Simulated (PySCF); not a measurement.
**Simulated absorption spectrum**

C5H10SSi.
Atom-mapped SMILES: `[CH3:1][S:2][SiH:3]1[CH2:4][CH:5]=[CH:6][CH2:7]1` (hydrogens: H8, H9, H10 on C1; H11 on Si3; H12, H13 on C4; H14 on C5; H15 on C6; H16, H17 on C7)

Computed with PySCF, TDDFT B3LYP/def2-SVPD, vertical, gas phase, core orbitals frozen in the response. The structure is a single PBE0-D3(BJ)/def2-SVP conformer in the gas phase; no vibrational or solvent corrections.

Computed states:

```tsv
state	E (eV)	f
S1	5.30	0.0026
S2	5.86	0.0003
S3	6.08	0.0026
S4	6.09	0.021
S5	6.20	0.010
S6	6.47	0.0022
S7	6.60	0.023
S8	6.77	0.031
S9	6.78	0.016
S10	6.81	0.097
```

Broadening: Gaussians 0.25 eV wide at half height, area fixed by f = 4.319×10⁻⁹ ∫ε dν̃. The width is an assumption, not a result. The curve ends short of the highest state used, and states not computed would add to its high-energy end.

Q: Give the broadened spectrum and its maxima.

A: 
E (eV), ε (L mol⁻¹ cm⁻¹) and a bar:
```
     4.93          1 
     4.96          2 
     5.00          5 
     5.04         13 
     5.07         25 
     5.11         54 #
     5.15        100 #
     5.19        160 #
     5.22        208 ##
     5.26        260 ##
     5.30        282 ###
     5.33        274 ###
     5.37        232 ##
     5.41        170 ##
     5.44        123 #
     5.48         70 #
     5.52         35 
     5.55         19 
     5.59          9 
     5.63          6 
     5.66          8 
     5.70         15 
     5.74         31 
     5.77         54 #
     5.81        117 #
     5.85        248 ##
     5.88        422 ####
     5.92        793 #######
     5.96       1335 ############
     5.99       1825 #################
     6.03       2487 #######################
     6.07       3004 ############################
     6.10       3204 ##############################
     6.14       3166 ##############################
     6.18       2812 ##########################
     6.21       2411 #######################
```

Maxima: 234 nm (5.30 eV), ε about 280, made up of S1 (100%); 203 nm (6.12 eV), ε about 3200, made up of S4 (67%) and S5 (25%) (ε in L mol⁻¹ cm⁻¹; maxima over ε = 5, shares over 10%).

Q: On this curve, what absorbance would a 10⁻³ mol/L sample give at 248 nm over a 1 cm path?

A: 248 nm is 4.999 eV, where ε is about 4.7 L mol⁻¹ cm⁻¹, so A = ε c l ≈ 0.0047 (Beer–Lambert, with the gas-phase spectrum and the assumed width).

Q: What would ε be at 6.12 eV, the highest of these maxima, with half the width (0.125 eV)?

A: About 4840 L mol⁻¹ cm⁻¹ against 3230, a factor of about 1.5; a lone state at its own centre would give exactly 2.

Q: Coming from long wavelengths, where does ε first pass 100 L mol⁻¹ cm⁻¹?

A: At about 241 nm (5.15 eV), 0.15 eV below S1.

The vertical ionisation energy (ΔSCF) is 8.56 eV, 1.75 eV above S10.

Hardware: Arm Neoverse V2, one thread, shared host with 96 logical CPUs at a one-minute load of 84. Cost: 3.1 min of wall time (grids of density and orbitals included), 1.1 GiB resident at most.
